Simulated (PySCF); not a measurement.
Here is a computed GFN2-xTB geometry (Å):
```
atom  x, y, z in Å
O1     2.4125   -0.2337    0.0988
C2     1.2123   -0.1174    0.0482
C3     0.5377    1.1619    0.3118
C4    -0.7883    1.3661    0.2737
S5    -1.9895    0.1932   -0.0859
C6    -1.0098   -1.1909   -0.3541
C7     0.3293   -1.2456   -0.2807
H8     1.2160    1.9721    0.5532
H9    -1.1948    2.3488    0.4831
H10   -1.5783   -2.0793   -0.6034
H11    0.8582   -2.1725   -0.4707
```

Charge +1 and doublet state.

Read off the bonds between heavy atoms and their formal orders.

O1–C2 1.21 Å (double); C2–C3 1.47 Å (single); C3–C4 1.34 Å (double); C4–S5 1.72 Å (single); S5–C6 1.72 Å (single); C6–C7 1.34 Å (single); C2–C7 1.47 Å (single). Bonds to hydrogen (Å): C3–H8 1.08; C4–H9 1.08; C6–H10 1.08; C7–H11 1.08. The orders are those of one drawing; other resonance forms can be drawn.

Which species is it?

`O=C1C=CS[CH][CH+]1`, [C5H4OS]+.

Name the point group.

C2v (every atom within 0.08 Å of its image).

Which rings does it hold (smallest set)?

C2–C3–C4–S5–C6–C7 (6 members, 0.00 Å rms from planarity).

Describe the place of each heavy atom.

O1: oxygen bonded to C; C2: carbon bonded to 2 C and O; C3/C7: carbon bonded to 2 C and H; C4/C6: carbon bonded to C, S and H; S5: sulfur bonded to 2 C.

What is the arrangement about C4?

It has 3 neighbours (C3, S5, H9) and is planar (angles 126.4°, 120.2° and 113.4°, sum 360.0°, 0.00 Å off the plane of its three neighbours).

What is the arrangement about S5?

It has 2 neighbours (C4, C6) and is bent (angle 100.6°).
